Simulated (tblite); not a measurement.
Compound: C6H11F.
Numbering: `[F:1][CH2:2][CH2:3][CH:4]1[CH2:5][CH2:6][CH2:7]1` (hydrogens: H8, H9 on C2; H10, H11 on C3; H12 on C4; H13, H14 on C5; H15, H16 on C6; H17, H18 on C7)

Computed with GFN2-xTB (tblite), gas phase: Langevin dynamics at 600 K from the optimised GFN2-xTB geometry, time step 0.5 fs, friction 0.01 fs⁻¹, 2000 steps.

Start geometry:
```
atom  x, y, z in Å
F1      2.864   -0.349    0.875
C2      2.325    0.407   -0.139
C3      1.111   -0.291   -0.737
C4     -0.033   -0.391    0.263
C5     -1.343   -1.009   -0.259
C6     -2.122    0.176    0.329
C7     -0.796    0.906    0.590
H8      3.119    0.541   -0.881
H9      2.055    1.372    0.302
H10     0.792    0.271   -1.617
H11     1.401   -1.295   -1.055
H12     0.325   -0.890    1.164
H13    -1.381   -1.046   -1.346
H14    -1.596   -1.991    0.135
H15    -2.654   -0.079    1.244
H16    -2.812    0.674   -0.349
H17    -0.662    1.298    1.596
H18    -0.603    1.702   -0.127
```

The statistics below take the 31 frames saved every 25 fs from 250 to 1000 fs; their kinetic temperature (all 3N coordinates) averages 524 K.

Q: Give the mean, spread and extremes of the bond lengths.

A: 
| bond | start (Å) | mean (Å) | standard deviation (Å) | shortest (Å) | longest (Å) |
| --- | --- | --- | --- | --- | --- |
| F1–C2 | 1.376 | 1.385 | 0.037 | 1.304 | 1.477 |
| C2–C3 | 1.522 | 1.550 | 0.044 | 1.457 | 1.643 |
| C3–C4 | 1.522 | 1.543 | 0.059 | 1.436 | 1.688 |
| C4–C5 | 1.539 | 1.535 | 0.040 | 1.455 | 1.622 |
| C5–C6 | 1.536 | 1.549 | 0.043 | 1.481 | 1.653 |
| C6–C7 | 1.536 | 1.540 | 0.057 | 1.426 | 1.682 |
| C4–C7 | 1.540 | 1.533 | 0.037 | 1.465 | 1.618 |
| C2–H8 | 1.095 | 1.103 | 0.032 | 1.031 | 1.172 |
| C2–H9 | 1.095 | 1.105 | 0.037 | 1.044 | 1.176 |
| C3–H10 | 1.092 | 1.103 | 0.038 | 1.021 | 1.180 |
| C3–H11 | 1.093 | 1.091 | 0.032 | 1.035 | 1.169 |
| C4–H12 | 1.091 | 1.096 | 0.048 | 1.019 | 1.229 |
| C5–H13 | 1.088 | 1.102 | 0.033 | 1.047 | 1.166 |
| C5–H14 | 1.088 | 1.093 | 0.049 | 1.012 | 1.191 |
| C6–H15 | 1.088 | 1.090 | 0.028 | 1.027 | 1.151 |
| C6–H16 | 1.088 | 1.093 | 0.028 | 1.020 | 1.139 |
| C7–H17 | 1.088 | 1.107 | 0.051 | 1.004 | 1.190 |
| C7–H18 | 1.089 | 1.094 | 0.051 | 1.018 | 1.191 |

Q: Give the same statistics for bond angles, one of each kind among heavy atoms.

A: 
```tsv
angle	start (°)	mean (°)	standard deviation (°)	smallest (°)	largest (°)
F1–C2–C3	110.5	111.1	4.9	103.3	121.2
C2–C3–C4	111.8	113.7	6.2	104.3	127.3
C3–C4–C5	116.3	115.7	5.1	105.2	127.1
C3–C4–C7	117.2	117.6	5.2	108.9	127.5
C5–C4–C7	89.4	89.4	3.5	81.8	99.8
C4–C5–C6	89.6	89.2	3.6	82.1	96.4
C5–C6–C7	89.6	88.6	3.2	81.4	96.9
```

Q: How far does each atom move about its mean position (frames aligned on the start, all atoms weighted alike), and what rms force does it feel?

A: 
```
atom  rms displacement (Å)  rms force (eV/Å)
  F1                  0.66              1.09
  C2                  0.20              2.38
  C3                  0.18              2.91
  C4                  0.18              2.80
  C5                  0.16              2.54
  C6                  0.19              2.63
  C7                  0.24              3.26
  H8                  0.40              1.16
  H9                  0.61              1.29
 H10                  0.35              1.23
 H11                  0.31              1.18
 H12                  0.28              1.62
 H13                  0.35              1.14
 H14                  0.39              1.60
 H15                  0.46              1.17
 H16                  0.48              1.10
 H17                  0.46              1.58
 H18                  0.45              1.65
```

The displacements run from 0.16 to 0.66 Å, the largest at F1.

Q: Follow the torsions F1–C2–C3–C4 and C2–C3–C4–C5 through every second one of these frames.

A: 
```
t (fs)  F1–C2–C3–C4 (°)  C2–C3–C4–C5 (°)
   250               86              166
   300               97              162
   350               93             -169
   400               83             -153
   450               65             -154
   500               93             -156
   550               52             -165
   600               31             -176
   650               32              174
   700               75              144
   750               59              156
   800               48              162
   850               35              163
   900               41              162
   950               25              172
  1000               38              167
```

Largest departure from the start value over all these frames: F1–C2–C3–C4 49° (start 66°), C2–C3–C4–C5 32° (start 177°).

Q: How widely does the potential energy scatter, against a harmonic estimate?

A: Mean 1.23 eV above the start, standard deviation 0.221 eV, range 0.84 to 1.86 eV. For 48 classical harmonic modes at 600 K the canonical values are 48kT/2 = 1.24 eV and kT·√(48/2) = 0.253 eV.

The run is classical and short, so these are rough statistics of one trajectory.

What follows is the cost of the whole dynamics run. The run took 10 s wall on Intel Xeon Platinum 8488C, one thread, shared host with 96 logical CPUs at a one-minute load of 38, and the process peaked at 0.18 GiB of memory.
